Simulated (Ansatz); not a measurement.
Geometry optimisation, RKS B3LYP/def2-SVP in Ansatz.

input.yaml

```yaml
crystal:
  periodic: [false, false, false]
  atoms:
    - { symbol: Si, position_ang: [0.08234, 1.34736, 0.15831] }
    - { symbol: "N", position_ang: [-0.35424, -0.34394, 0.23711] }
    - { symbol: B, position_ang: [0.21027, -1.44126, -0.4042] }
    - { symbol: Cl, position_ang: [-0.47013, -3.00286, -0.16885] }
    - { symbol: H, position_ang: [-0.78102, 2.00444, -0.82756] }
    - { symbol: H, position_ang: [-0.15966, 1.86442, 1.50585] }
    - { symbol: H, position_ang: [1.48832, 1.42729, -0.22145] }
    - { symbol: H, position_ang: [-1.1608, -0.5378, 0.81661] }
    - { symbol: H, position_ang: [0.54007, -0.44024, -0.28493] }
basis:
  gaussian: { orbitals: def2-SVP }
hamiltonian:
  xc: b3lyp
relax:
  f_tol: 0.02
  max_steps: 50
```

Command:

```bash
$ ansatz run input.yaml --threads 2 --pin off --max-ram 3072MiB --backend cpu --events-out ev --progress --plain --runs-dir out
```

Task: Where does it end, and by what steps?

Result: It converged. After 11 steps the energy has fallen by 6.730 eV; H9 moved furthest, 1.17 Å. The start is strongly strained (largest force component 10 eV/Å), so its close contacts needn't be bonds. Parted: N2–H9.

| step | energy less start (eV) | largest force component (eV/Å) | accepted |
| --- | --- | --- | --- |
| 0 | 0.0000 | 10.398 | yes |
| 1 | -1.7735 | 6.993 | yes |
| 2 | -3.5078 | 4.302 | yes |
| 3 | -5.0050 | 3.431 | yes |
| 4 | -6.0101 | 2.266 | yes |
| 5 | -6.4692 | 1.325 | yes |
| 6 | -6.6750 | 0.448 | yes |
| 7 | -6.7075 | 0.366 | yes |
| 8 | -6.7242 | 0.115 | yes |
| 9 | -6.7296 | 0.098 | yes |
| 10 | -6.7205 | 0.576 | no |
| 11 | -6.7301 | 0.012 | yes |

```xyz
9
Properties=species:S:1:pos:R:3
Si -0.040 1.441 0.237
N -0.513 -0.262 0.256
B 0.227 -1.354 -0.217
Cl -0.440 -3.003 -0.112
H -0.968 2.229 -0.625
H -0.104 2.000 1.618
H 1.345 1.521 -0.292
H -1.429 -0.482 0.647
H 1.318 -1.213 -0.700
```

Whether the end is a true minimum wasn't checked by a vibrational analysis.

Time of the run: 27 s on 2 threads of Arm Neoverse V1, on a shared host, peak memory 0.17 GiB.
